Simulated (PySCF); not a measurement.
C7H8Se.
Z-matrix (Å and degrees, PBE0-D3(BJ)/def2-SVP geometry), rows numbered from 1:
```
C 
Se  1  1.9342
C   2  1.9028  1  100.48
C   3  1.4021  2  116.88  1   179.79
C   4  1.3908  3  120.34  2   179.92
C   5  1.3957  4  120.44  3     0.03
C   6  1.3923  5  119.25  4     0.01
C   7  1.3952  6  120.73  5    -0.02
H   1  1.0985  2  111.13  3   -61.67
H   1  1.0983  2  105.82  3  -179.86
H   1  1.0984  2  111.15  3    61.92
H   4  1.0936  3  119.93  2    -0.07
H   5  1.0928  4  119.41  3  -179.99
H   6  1.0921  5  120.37  4   179.98
H   7  1.0930  6  120.06  5   179.97
H   8  1.0909  3  120.83  2     0.06
```

Computed with PySCF, PBE0-D3(BJ)/def2-SVP geometry optimisation, gas phase.

Masses are those of the commonest isotopes; rigid-rotor values at the optimised geometry. The values belong to one conformer with, in the numbering `[CH3:1][Se:2][c:3]1[cH:4][cH:5][cH:6][cH:7][cH:8]1`, C1–Se2–C3–C4 180°.

Q: Give the principal moments of inertia and the rotational constants in MHz.

A: Ia = 136.50, Ib = 588.33, Ic = 721.55 u·Å²; 505379 MHz·u·Å²/I gives A = 3702, B = 859.0, C = 700.4 MHz.

Q: Classify the top.

A: An asymmetric top; Ray's κ = -0.894.

Q: What does the inertial defect say?

A: Not planar: Δ = Ic − Ia − Ib = -3.29 u·Å². For a rigid frame Δ = −2 Σ m c², so Σ m c² = 1.64 u·Å² lies off the ab plane, practically all of it from hydrogen. The atom farthest from that plane is 0.91 Å away.

Q: Give the other two planar moments, Paa and Pbb, and the rms extents of the mass along the axes.

A: Paa = Σ m a² = (Ib + Ic − Ia)/2 = 586.69 and Pbb = Σ m b² = (Ia + Ic − Ib)/2 = 134.86 u·Å². With the mass M = 171.98 u, the rms extents √(P/M) along a, b and c are 1.85, 0.89, 0.10 Å.

Q: Where do the levels up to J = 2 lie, in MHz?

A: Above 0(0,0):
J = 1: 1(0,1) 1559, 1(1,1) 4403, 1(1,0) 4561
J = 2: 2(0,2) 4672, 2(1,2) 7363, 2(1,1) 7839, 2(2,1) 16369, 2(2,0) 16375
The levels of one J sum to (2J + 1)J(J + 1)(A + B + C)/3.

Q: Which types of transition are allowed, and where do some lines up to J = 5 fall?

A: The dipole components are |μa| = 0.04 D, |μb| = 1.21 D, |μc| = 0.00 D; the mirror of this Cs structure is the ab plane, so μc vanishes by symmetry and there are no c-type lines. The squared components, which scale the intensities, stand as 0.00 : 1.00 (a : b). Some lines, for components of 0.1 D or more:

```csv
type,branch,"J(Ka,Kc)",MHz,lower level (cm⁻¹)
b,Q,"2(1,1) ← 2(0,2)",3167,0.156
b,Q,"3(1,2) ← 3(0,3)",3426,0.311
b,R,"5(0,5) ← 4(1,4)",5462,0.591
b,R,"2(1,2) ← 1(0,1)",5804,0.052
b,R,"3(1,3) ← 2(0,2)",7128,0.156
b,Q,"4(2,2) ← 4(1,3)",8083,0.644
b,Q,"3(2,1) ← 3(1,2)",8328,0.425
b,R,"4(1,4) ← 3(0,3)",8383,0.311
b,Q,"2(2,0) ← 2(1,1)",8536,0.261
b,Q,"3(2,2) ← 3(1,3)",9248,0.394
b,Q,"4(2,3) ← 4(1,4)",9572,0.591
b,R,"2(2,0) ← 1(1,1)",11972,0.147
b,Q,"4(3,2) ← 4(2,3)",14635,0.910
b,R,"5(2,4) ← 4(1,3)",15770,0.644
b,R,"5(2,3) ← 4(1,4)",17577,0.591
b,R,"3(3,1) ← 2(2,0)",19289,0.546
b,Q,"5(4,1) ← 5(3,2)",20436,1.659
b,Q,"5(4,2) ← 5(3,3)",20441,1.659
b,R,"4(3,2) ← 3(2,1)",20835,0.703
b,Q,"5(5,0) ← 5(4,1)",26290,2.341
b,R,"5(4,1) ← 4(3,2)",28258,1.398
b,R,"5(5,1) ← 4(4,0)",34102,2.080
```

Q: Estimate the classical rotational partition function at 50 K, 200 K and 298.15 K.

A: Point group Cs, symmetry number σ = 1; q = (√π/σ)·√((kT/h)³/(ABC)), k/h = 20836.6 MHz/K: 39900 at 50 K, 319000 at 200 K, 582000 at 298.15 K.

Stationary, but not proved a minimum. Zero-point vibration and centrifugal distortion are left out. A rigid rotor knows nothing of internal rotation, which can split or shift real lines.

The run took about 1.8 min of CPU time (one thread, shared machine). That covers the optimisation of the geometry.
